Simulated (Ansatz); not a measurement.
Two isomers of C3H6BF: A = `B/C=C/CF`, B = `CC1CB1F`.

Program: Ansatz. Geometries: PBE0-D4/def2-TZVP. ΔE: electronic, gas phase. CBS: MP2 limit from def2 TZ/QZ plus the TZ coupled-cluster correction, frozen cores. Functionals use def2-TZVPP. B3LYP here is the variant with VWN-RPA as its local correlation; programs differ in this. One conformer a species, not always the lowest.

**Question.** Which is lower in electronic energy at CCSD(T)/CBS, and by how much? (An estimate is asked.)

**Answer.** The calculation gave: B, by 33.8 kcal/mol.

**Question.** Give E(B) − E(A) in kcal/mol with ωB97M-V, B3LYP-D4, CCSD(T)/def2-TZVPP, PBE-D4, B3LYP, MP2/def2-TZVPP, CCSD/def2-TZVPP. (Best estimate.)

**Answer.** Ansatz gave: ωB97M-V -35.3, B3LYP-D4 -31.5, CCSD(T)/def2-TZVPP -33.3, PBE-D4 -35.8, B3LYP -31.4, MP2/def2-TZVPP -36.8, CCSD/def2-TZVPP -33.4. None reverses the order clearly.

Largest T1 diagnostic: 0.011.

In def2-TZVPP, CCSD(T) changes the Hartree–Fock value by −6.3 kcal/mol (the triples alone add +0.1 kcal/mol) and MP2 by −9.8 kcal/mol. From PBE to PBE0 (25 % exact exchange), in def2-TZVPP and without D4, E(B) − E(A) moves by −1.2 kcal/mol.
